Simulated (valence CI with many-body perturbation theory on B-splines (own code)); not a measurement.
# In¹⁶⁺: what each term of the Hamiltonian does

Computed by configuration interaction combined with many-body perturbation theory (CI+MBPT): five valence electrons over a frozen Dirac-Fock core [Ar] 3d10, a basis of 9 s, 9 p, 8 d, 6 f, 3 g, 1 h functions for each j, with the one-electron correlation potential Σ1 (screened to all orders), the two-electron term Σ2, the three-electron term Σ3, Breit, model QED; selected single and double excitations, second order for the rest (own B-spline code, finite nucleus).

No measured spectrum was set against this ion. As an estimate, levels hold to about 250 cm⁻¹ or 0.2 % of their energy and the worst to 1 %, as in measured heavy ions of charge 2 to 7; those with d or f electrons hold less well. Among the levels kept, up to 310 cm⁻¹ of a level comes from second order outside the variational space, and about a tenth of that is noise between levels of different J, which matters for small intervals.

Each rung adds one term. CI alone is the Dirac-Coulomb CI over the frozen core; QED comes last and gives the full result, which names the levels. Energies are above 4s2 4p3 4S°_3/2 on the same rung, in eV.

Names give the largest LS component (configuration and term), which can be under half, so a name can repeat, a term be missing and a line seem to break the LS rules; names also repeat where a configuration has a term twice. Letters in brackets count levels of one name in rising energy.

```tsv
Level	CI alone
4s2 4p3 2D°_3/2	7.183
4s2 4p3 2D°_5/2	9.584
4s2 4p3 2P°_1/2	13.088
4s2 4p3 2P°_3/2	19.898
4s 4p4 4P_5/2	46.225
4s 4p4 4P_3/2	51.226
4s 4p4 4P_1/2	51.947
4s 4p4 2D_3/2	57.592
4s 4p4 2D_5/2	59.874
4s 4p4 2S_1/2 [a]	64.974
4s 4p4 2P_3/2	66.031
4s2 4p2 4d 4F_3/2	68.829
4s2 4p2 4d 4F_5/2	71.094
4s 4p4 2S_1/2 [b]	73.580
4s2 4p2 4d 2F_5/2	74.448
4s2 4p2 4d 4F_7/2	75.563
```

(1) What do these energies become with core correlation, Breit and QED?

(2) How does the ionisation energy move along the ladder, and which term matters most?

Answers

(1) 4s2 4p3 2D°_3/2 7.194 (+0.0106); 4s2 4p3 2D°_5/2 9.554 (-0.0298); 4s2 4p3 2P°_1/2 12.992 (-0.0962); 4s2 4p3 2P°_3/2 19.860 (-0.0380); 4s 4p4 4P_5/2 46.395 (+0.1705); 4s 4p4 4P_3/2 51.369 (+0.1425); 4s 4p4 4P_1/2 52.051 (+0.1043); 4s 4p4 2D_3/2 57.568 (-0.0238); 4s 4p4 2D_5/2 59.866 (-0.0073); 4s 4p4 2S_1/2 [a] 64.645 (-0.3291); 4s 4p4 2P_3/2 65.737 (-0.2939); 4s2 4p2 4d 4F_3/2 68.673 (-0.1562); 4s2 4p2 4d 4F_5/2 70.977 (-0.1167); 4s 4p4 2S_1/2 [b] 73.434 (-0.1456); 4s2 4p2 4d 2F_5/2 74.430 (-0.0177); 4s2 4p2 4d 4F_7/2 75.532 (-0.0308).

(2) CI alone 425.74, + Σ1 426.88, + Σ2 426.84, + Σ3 426.68, + Breit 426.51, + QED 426.51 eV. The largest step is Σ1, 1.14 eV. NIST lists 425 ± 3 eV (theoretical).
